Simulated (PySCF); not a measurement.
## Tm⁵¹⁺: ionisation energy

Tm⁵¹⁺ [Ar] (1S) → Tm⁵²⁺ [Ne] 3s2 3p5 (2P), as a difference of total energies. Computed with PySCF 2.14 in an even-tempered Gaussian basis (17 s from 12 bohr⁻², ratio 2.5; 12 p from 16 bohr⁻², ratio 2.5; 4 d from 67 bohr⁻², ratio 2.7; 4 f from 100 bohr⁻², ratio 2.7), with the spin-free X2C one-electron Hamiltonian (Gaussian nucleus). Correlated levels: outer shells: 1s2 frozen; virtual orbitals above 40 to 60 times the deepest correlated orbital energy dropped. The calculations carry no spin-orbit coupling.

```
                method  ionisation energy (eV)
                   UHF                  4893.0
                   LDA                  4893.6
                   PBE                  4894.3
                  PBE0                  4894.5
                r2SCAN                  4895.6
                  BLYP                  4894.3
                 B97-3                  4894.6
    MP2 (outer shells)                  4894.1
SCS-MP2 (outer shells)                  4893.9
```

A first-order spin-orbit estimate (lowest level to lowest level, LS coupling) adds -77.460 eV.

Breit and QED terms and the two-electron picture change are absent.

For comparison: 4812 ± 4 eV (theoretical estimate listed by NIST; NIST Atomic Spectra Database, ionization energies).
